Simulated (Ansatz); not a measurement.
Geometry optimisation, RKS PBE/def2-SVP in Ansatz 0.2.0.

The input (input.yaml):

```yaml
crystal:
  periodic: [false, false, false]
  atoms:
    - { symbol: Ga, position_ang: [0.0, 0.0, 0.0] }
    - { symbol: "N", position_ang: [0.0, 0.0, 2.28] }
    - { symbol: H, position_ang: [-0.877, -0.2713, 2.81] }
    - { symbol: H, position_ang: [0.877, 0.2713, 2.81] }
    - { symbol: H, position_ang: [1.3596, 0.0, -0.785] }
    - { symbol: H, position_ang: [-1.3596, 0.0, -0.785] }
    - { symbol: H, position_ang: [-0.2339, 1.7591, 0.5897] }
    - { symbol: H, position_ang: [-0.1834, 1.3794, 1.5756] }
basis:
  gaussian: { orbitals: def2-SVP }
hamiltonian:
  xc: pbe
relax:
  f_tol: 0.15
  max_steps: 25
  restrain:
    - { distance: [0, 6], at: 2.77, k: 30.0 }
    - { distance: [7, 1], at: 2.26, k: 30.0 }
    - { distance: [0, 1], at: 1.93, k: 30.0 }
    - { distance: [7, 6], at: 0.66, k: 30.0 }
```

Command:

```bash
$ ansatz run input.yaml --threads 1 --pin off --max-ram 2048MiB --backend cpu --events-out ev --progress --plain --runs-dir out
```

Q: Where does it end, and by what steps?

A: The run converged. The restraints hold the end off the free minimum. After 6 steps the energy has fallen by 1.425 eV (the restraints' own energy left out); H7 moved furthest, 0.75 Å. Joined: H7–H8 (1.06 → 0.73 Å).

| step | energy less start (eV) | largest force component (eV/Å) | accepted |
| --- | --- | --- | --- |
| 0 | 0.0000 | 1.506 | yes |
| 1 | -0.0754 | 2.279 | yes |
| 2 | -0.3703 | 1.978 | yes |
| 3 | -0.9435 | 1.947 | yes |
| 4 | -1.3920 | 1.027 | yes |
| 5 | -1.3949 | 1.846 | yes |
| 6 | -1.4250 | 1.736 | yes |

```xyz
8
Properties=species:S:1:pos:R:3
Ga 0.033 -0.207 0.152
N 0.034 -0.256 2.043
H -0.824 -0.226 2.594
H 0.858 -0.077 2.618
H 1.440 -0.096 -0.540
H -1.388 -0.319 -0.517
H -0.326 2.451 0.861
H -0.245 1.867 1.285
```

Run time: 12 s on 1 thread of Arm Neoverse V2, with other jobs on the host, peak memory 0.13 GiB.
